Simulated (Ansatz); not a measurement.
Geometry optimisation, RKS revPBE-D4/def2-SVP in Ansatz 0.2.0.

input.yaml

```yaml
crystal:
  periodic: [false, false, false]
  atoms:
    - { symbol: Ge, position_ang: [0.050099, 0.572891, -0.167259] }
    - { symbol: O, position_ang: [0.171535, -0.633376, 2.540607] }
    - { symbol: H, position_ang: [-0.624154, -0.271312, 2.979462] }
    - { symbol: O, position_ang: [1.483789, -0.512475, -0.205552] }
    - { symbol: H, position_ang: [1.727618, -0.665309, -1.1437] }
    - { symbol: Cl, position_ang: [-0.068955, 1.375883, -2.227617] }
    - { symbol: H, position_ang: [-1.311868, -0.061306, 0.162332] }
    - { symbol: S, position_ang: [0.499555, 2.299666, 1.205137] }
    - { symbol: H, position_ang: [1.747606, 2.440677, 0.664057] }
    - { symbol: H, position_ang: [0.799677, 0.131861, 2.610433] }
basis:
  gaussian: { orbitals: def2-SVP }
hamiltonian:
  xc: revpbe
  dispersion: d4
relax:
  f_tol: 0.03
  max_steps: 50
```

Command:

```bash
$ ansatz run input.yaml --threads 4 --pin off --max-ram 5120MiB --backend cpu --events-out ev --progress --plain --runs-dir out
```

Question: Where does it end, and by what steps?

Answer: It converged. After 21 steps the energy has fallen by 0.251 eV; H10 moved furthest, 1.35 Å.

```csv
step,energy less start (eV),largest force component (eV/Å),accepted
0,0.0000,0.474,yes
1,0.0317,1.199,no
2,-0.0125,0.551,yes
3,-0.0274,0.425,yes
4,-0.0306,0.617,yes
5,-0.0461,0.756,yes
6,-0.0755,0.358,yes
7,-0.0906,0.948,yes
8,-0.1442,0.546,yes
9,-0.1783,0.137,yes
10,-0.1831,0.102,yes
11,-0.1850,0.959,yes
12,-0.2185,0.416,yes
13,-0.2328,0.179,yes
14,-0.2373,0.172,yes
15,-0.2329,0.497,no
16,-0.2347,0.297,no
17,-0.2492,0.085,yes
18,-0.2506,0.064,yes
19,-0.2510,0.046,yes
20,-0.2512,0.032,yes
21,-0.2514,0.025,yes
```

```xyz
10
Properties=species:S:1:pos:R:3
Ge 0.025 0.590 0.051
O -0.110 -0.445 2.346
H 0.407 0.163 2.911
O 1.272 -0.728 0.171
H 1.825 -0.706 -0.635
Cl 0.461 1.318 -2.010
H -1.419 0.064 0.013
S 0.427 2.408 1.307
H 1.004 3.067 0.262
H 0.583 -1.053 2.000
```

Whether the end is a true minimum wasn't checked by a vibrational analysis.

Time of the run: 18 s on 4 threads of Intel(R) Xeon(R) 6975P-C (Granite Rapids), with other jobs on the host, peak memory 0.2 GiB.
